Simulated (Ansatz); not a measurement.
One geometry of ClH4O2Si2, SMILES `O[SiH][SiH](O)Cl` radical, several functionals.

```yaml
crystal:
  periodic: [false, false, false]
  atoms:
    - {symbol: O, position_ang: [-1.994373, -1.292171, 0.123776]}
    - {symbol: Si, position_ang: [-0.815720, -0.682042, -0.864567]}
    - {symbol: Si, position_ang: [0.746750, 0.407123, 0.486552]}
    - {symbol: O, position_ang: [1.938484, 0.856298, -0.546295]}
    - {symbol: Cl, position_ang: [1.439557, -0.933119, 1.892945]}
    - {symbol: H, position_ang: [-2.833493, -1.524016, -0.277810]}
    - {symbol: H, position_ang: [-1.422396, 0.219973, -1.896590]}
    - {symbol: H, position_ang: [0.274749, 1.571905, 1.282332]}
    - {symbol: H, position_ang: [2.666452, 1.376048, -0.200343]}
basis:
  gaussian: {orbitals: def2-TZVPP}
magnetization: {spin_polarized: true, initial_magnetization: 1}
hamiltonian: {xc: {name: B2PLYP}}
```

```sh
$ ansatz run in.yaml --threads 2 --pin off --events-out ev --progress --plain --max-ram 32768MiB --backend cpu
```

Shortened log:

```
Functional definition: B2PLYP
1457 factors; integrals over basis functions are off by at most 7.2e-4 eV
mean field evaluation 1: about -32415.2410 eV, gradient 4.5e1 eV
mean field evaluation 2: about -32415.4450 eV, gradient 4.5e1 eV
mean field evaluation 4: about -32421.8913 eV, gradient 3.1e0 eV
mean field evaluation 8: about -32421.9654 eV, gradient 1.9e-1 eV
mean field evaluation 16: about -32421.9659 eV, gradient 4.3e-4 eV
mean field -32421.96593121 eV, -1191.4852715743 hartree, gradient 2.0e-6 eV, S^2 0.755704; 0 other end points of the search recorded, 0 dependent functions left out
17 core orbitals not correlated: weight in the atoms' cores, before any rotation towards them, 1.000 or more for the frozen orbitals, at most 0.000 for the correlated occupied ones
reference -32421.96611172 eV, -1191.4852782079 hartree; 16, 15 occupied and 211, 212 virtual orbitals, 1457 factors
second order -29.19845079 eV of doubles, -0.00000000 eV of singles
Total energy: -32429.84969344 eV, -1191.7749944922 hartree
```

It took 13 s on 2 threads of an AMD EPYC 7R13 on a shared host, with 0.83 GiB of host memory at the peak.

The same input with `hamiltonian: {xc: r2scan, dispersion: d4}` and forces (abridged; 11 s):

```
Functional definition: r2SCAN
mean field evaluation 16: about -32438.4065 eV, gradient 5.7e-4 eV
mean field -32438.40650900 eV, -1192.0894516640 hartree, gradient 7.7e-5 eV, S^2 0.756071
Total energy: -32438.46585642 eV, -1192.0916326414 hartree
Atom 0 force    -0.031513    -0.036146     0.068582 eV/Å
Atom 1 force     0.039347     0.052193    -0.056456 eV/Å
Atom 2 force    -0.065084     0.033552    -0.016618 eV/Å
Atom 3 force     0.029338     0.003614    -0.053698 eV/Å
Atom 4 force     0.022662    -0.058335     0.067582 eV/Å
Atom 5 force    -0.028177    -0.010212    -0.008867 eV/Å
Atom 6 force     0.013372    -0.001656    -0.003506 eV/Å
Atom 7 force    -0.003053    -0.004203    -0.001291 eV/Å
Atom 8 force     0.023108     0.021193     0.004272 eV/Å
Dipole moment:    -0.184757     0.219734    -0.205953 e Å
```
